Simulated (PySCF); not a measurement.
Calculation: PBE-D3(BJ)/def2-TZVP // B3LYP-D3(BJ)/def2-TZVP in PySCF. Gas-phase values, no solvent. One relaxed conformer stands for a flexible species; it need not be the lowest. Excitations are Tamm–Dancoff values on a coarser integration grid. The basis has no diffuse functions, so Rydberg states are missing or too high.

Reference species (SMILES): `BS` (neutral, multiplicity 1).

| Item | Result |
|---|---|
| brightest of the four lowest singlets (TDA) | 6.38 eV |
| HOMO–LUMO gap | 5.05 eV |
| T1 excitation (TDA) | 4.37 eV |

Changed species: `SBS` (H–S–B–S torsion 0°, S–B–S–H torsion 0°) (2 of 3 H replaced by SH; the reference has 1 of 3 H replaced by SH).

### Question
Give the shifts of the brightest of the four lowest singlets (TDA), HOMO–LUMO gap and T1 excitation (TDA).

### Answer
the brightest of the four lowest singlets (TDA) drops by 0.69 eV, to 5.69 eV; the HOMO–LUMO gap decreases by 0.41 eV, to 4.64 eV; the T1 excitation (TDA) decreases by 0.09 eV, to 4.28 eV.
